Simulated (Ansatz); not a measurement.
`CC(C)(C)C[Si](C)(F)F` + `N=C=O` → `C[Si](F)(F)N=C=O` + `CC(C)(C)C`  (ligand exchange at the Si–C bond)

Gas-phase electronic energies from Ansatz, PBE0-D4/def2-TZVP geometries. CBS: MP2 limit from def2 TZ/QZ plus the TZ coupled-cluster correction, frozen cores. This one scheme is used for every species. DFT in def2-TZVPP. One conformer a species, not always the lowest.

```json
{"species": "`CC(C)(C)C[Si](C)(F)F`", "CAM-B3LYP energy (Eh)": "-726.43785"}
{"species": "`N=C=O`", "CAM-B3LYP energy (Eh)": "-168.68967"}
{"species": "`C[Si](F)(F)N=C=O`", "CAM-B3LYP energy (Eh)": "-697.45261"}
{"species": "`CC(C)(C)C`", "CAM-B3LYP energy (Eh)": "-197.72108"}
```

**Question.** Work out ΔE.

**Answer.** ΔE = (-697.45261) + (-197.72108) − (-726.43785) − (-168.68967) = -0.04617 Eh = -121.2 kJ/mol. CCSD(T)/CBS gives -110.7 kJ/mol.

Largest T1 diagnostic among the species: 0.018.

The D4 term adds +11.4 kJ/mol with B3LYP and +7.0 kJ/mol with PBE0; it sums over pairs of atoms, weighted by their polarisabilities, and B3LYP, whose exchange is more repulsive, gets the larger term. At CCSD(T), def2-SVP lies +4.3 kJ/mol from the extrapolated value and def2-TZVPP −0.2 kJ/mol. Leaving LDA and LC-ωPBE aside and taking each functional with its dispersion term where it has one, the values, not all of them listed here, spread over 21.6 kJ/mol, from B2PLYP to revPBE-D4. LDA lies +7.1 kJ/mol from PBE without D4.

B3LYP here is the variant with VWN-RPA as its local correlation; programs differ in this.
